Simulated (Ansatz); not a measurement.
`CC(C)[Si]Cl` + `CNBN` → `CC(C)[Si]N` + `CNBCl`  (redistribution)

Calculated with Ansatz (gas phase, PBE0-D4/def2-TZVP geometries, no zero-point term in ΔE). CCSD(T)/CBS adds triple-zeta CCSD(T) − MP2 to the extrapolated MP2 energy (def2 sets, frozen cores). Functionals use def2-TZVPP. Each species was taken in one conformer, which may not be the lowest.

```
             level  ΔE (kcal/mol)  difference from CCSD(T)/CBS
         revPBE-D4            4.2                          0.3
        r2SCAN0-D4            4.5                          0.6
          BHLYP-D4            5.5                          1.6
            B2PLYP            4.2                          0.3
            revPBE            4.4                          0.5
RPA@PBE/def2-TZVPP            2.8                         -1.1
     CCSD/def2-SVP            3.0                         -0.9
  CCSD(T)/def2-SVP            2.5                         -1.4
     HF/def2-TZVPP            5.4                          1.5
SCS-MP2/def2-QZVPP            3.5                         -0.4
       CCSD(T)/CBS            3.9                            0
```

Largest T1 diagnostic among the species: 0.012.

At CCSD(T), def2-SVP lies −1.3 kcal/mol from the extrapolated value and def2-TZVPP −0.7 kcal/mol. In def2-TZVPP, CCSD(T) changes the Hartree–Fock value by −2.2 kcal/mol (the triples alone add −0.4 kcal/mol) and MP2 by −2.2 kcal/mol. Leaving LDA and LC-ωPBE aside and taking each functional with its dispersion term where it has one, the values, not all of them listed here, spread over 1.6 kcal/mol, from r2SCAN-D4 to BHLYP-D4.
